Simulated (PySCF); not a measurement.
A structure optimised at PBE-D3(BJ)/def2-TZVPD, used in a PySCF frequency run:

```xyz
5

C      0.0000     0.0000    -0.3454
H      0.0000     0.8947    -1.0046
H      0.0000    -0.8947    -1.0046
Li    -1.6489     0.0000     0.6803
Li     1.6489     0.0000     0.6803
```

Problem. Write its SMILES, formula and point group.

Solution. [Li][CH2][Li], CH2Li2, C2v

Problem. What are its rotational constants (standard atomic weights)?

Solution. 45.441, 12.843, 10.697 GHz
